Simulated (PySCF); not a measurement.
Below is a simulated gas-phase C 1s photoelectron spectrum of `FC(F)(F)C1=CC1`.

Every computed line was given a Gaussian of 0.7 eV full width at half maximum and an area set by the number of equivalent atoms; the highest printed point is 100. The calculation used delta-SCF UKS SCAN, pcX-2 on the ionised atom, pcseg-1 elsewhere, spin-free X2C (PySCF 2.14.0).

binding energy (eV), intensity and a bar:
```
    290.8          1 
    291.0          5 #
    291.2         19 ######
    291.4         51 ###############
    291.6         89 ###########################
    291.8        100 ##############################
    292.0         72 ######################
    292.2         34 ##########
    292.4         10 ###
    292.6          2 #
    292.8          0 
    293.0          0 
    293.2          0 
    293.4          0 
    293.6          0 
    293.8          0 
    294.0          0 
    294.2          0 
    294.4          0 
    294.6          0 
    294.8          0 
    295.0          0 
    295.2          0 
    295.4          0 
    295.6          0 
    295.8          0 
    296.0          0 
    296.2          0 
    296.4          0 
    296.6          0 
    296.8          0 
    297.0          0 
    297.2          0 
    297.4          0 
    297.6          0 
    297.8          1 
    298.0          5 ##
    298.2         15 #####
    298.4         29 #########
    298.6         34 ##########
    298.8         26 ########
    299.0         12 ####
    299.2          4 #
    299.4          1 
    299.6          0
```

Problem. Count the maxima, the lines and the sites behind this envelope.

Solution. The curve has 2 maxima (at 291.7 and 298.6 eV). Under it lie 4 lines from 4 inequivalent carbon sites. At this width some lines have no maximum of their own.

Problem. Decompose the envelope and assign each component. Numbering: `[F:1][C:2]([F:3])([F:4])[C:5]1=[CH:6][CH2:7]1`.

Solution. 
| position (eV) | relative area | line | atoms | environment |
| --- | --- | --- | --- | --- |
| 291.70 | 1 | C 1s | C6 | alkene CH carbon |
| 291.74 | 1 | C 1s | C7 | allylic carbon |
| 291.82 | 1 | C 1s | C5 | fully substituted alkene carbon |
| 298.58 | 1 | C 1s | C2 | CF3 carbon |

The listed C 1s values span 6.88 eV, from C6 (bonded to C (double bond), C and H) to C2 (bonded to 3 F and C). The widest gap between neighbouring values is 6.76 eV, between 291.82 and 298.58 eV. Summing the Pauling electronegativity differences to the bonded atoms, each weighted by its formal bond order, gives -0.35 for the lowest site and +4.29 for the highest; no listed site has a larger sum than the highest. The smallest sum, -0.70, belongs to C7, 0.04 eV above the lowest. The values 291.70 and 291.74 eV lie too close for their order to be trusted.

Shake-up satellites, vibrational structure and lifetime widths aren't simulated. Geometry: GFN2-xTB; no solvent, vibrations or thermal averaging.

Conformer computed: `[F:1][C:2]([F:3])([F:4])[C:5]1=[CH:6][CH2:7]1`: F1–C2–C5–C6 -120°.
